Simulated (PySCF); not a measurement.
# Steps of a relaxation of [Pm(NH2)2]+

[Pm(NH2)2]+ (singlet in the valence; each metal's 4f electrons, 4 of them, lie in its core potential, out of spins and levels; a saddle point, relaxed within its symmetry). PySCF 2.14.0, RKS PBE0, Pm lcecp-1-SVP with ECP50, N def2-SVP, H def2-SVP; non-relativistic Hamiltonian with scalar-relativistic core potentials where named; density fitting; no spin-orbit coupling. Origin of the start: template. Columns: position (Å) and force (eV/Å). Energies are counted from the last step; some of the 13 steps are shown. Forces carry noise of the integration grid, about 0.01 to 0.03 eV/Å.

Run from Python with OMP_NUM_THREADS=2. Where DIIS fails, smearing, a level shift and second-order steps follow.
It took 35 s on 2 threads of Arm Neoverse V1, with other jobs on the host, from the converged density of the start.

```xyz
7
step 0  E = 0.539 eV
Pm    0.0000    0.0000   -0.1766     0.00    0.00    1.50
N     2.1112    0.0000    0.7682    -2.26    0.00   -1.23
H     2.6498   -0.8300    1.0092     0.18    0.04    0.24
H     2.6498    0.8300    1.0092     0.18   -0.04    0.24
N    -2.1112    0.0000    0.7682     2.26    0.00   -1.23
H    -2.6498    0.8300    1.0092    -0.18   -0.04    0.24
H    -2.6498   -0.8300    1.0092    -0.18    0.04    0.24
```

```xyz
7
step 4  E = 0.114 eV
Pm    0.0000    0.0000   -0.2747     0.00    0.00   -0.29
N     1.9461    0.0000    0.6941     0.04    0.00    0.26
H     2.4639   -0.8046    1.0709    -0.15    0.07   -0.06
H     2.4639    0.8046    1.0709    -0.15   -0.07   -0.06
N    -1.9461    0.0000    0.6941    -0.04    0.00    0.26
H    -2.4639    0.8046    1.0709     0.15   -0.07   -0.06
H    -2.4639   -0.8046    1.0709     0.15    0.07   -0.06
```

```xyz
7
step 8  E = 0.001 eV
Pm    0.0000    0.0000   -0.5597     0.00    0.00   -0.04
N     1.7496    0.0000    0.6774     0.18    0.00    0.13
H     2.1668   -0.8094    1.1504    -0.07    0.04   -0.05
H     2.1668    0.8094    1.1504    -0.07   -0.04   -0.05
N    -1.7496    0.0000    0.6774    -0.18    0.00    0.13
H    -2.1668    0.8094    1.1504     0.07   -0.04   -0.05
H    -2.1668   -0.8094    1.1504     0.07    0.04   -0.05
```

Task: Where does the relaxation end?

Result: It converges at step 12 in C2v:
```xyz
7
step 12  E = 0
Pm    0.0000    0.0000   -0.5628
N     1.7530    0.0000    0.6753
H     2.1571   -0.8109    1.1523
H     2.1571    0.8109    1.1523
N    -1.7530    0.0000    0.6753
H    -2.1571    0.8109    1.1523
H    -2.1571   -0.8109    1.1523
```

Task: How did the contacts change?

Result: 
| contact | start (Å) | end (Å) |
| --- | --- | --- |
| Pm1–N2 (NH2) | 2.313 | 2.146 |
| Pm1–N5 (NH2) | 2.313 | 2.146 |


An lcecp potential fixes the number of 4f electrons, so in runs with it no electron can move into or out of that shell.
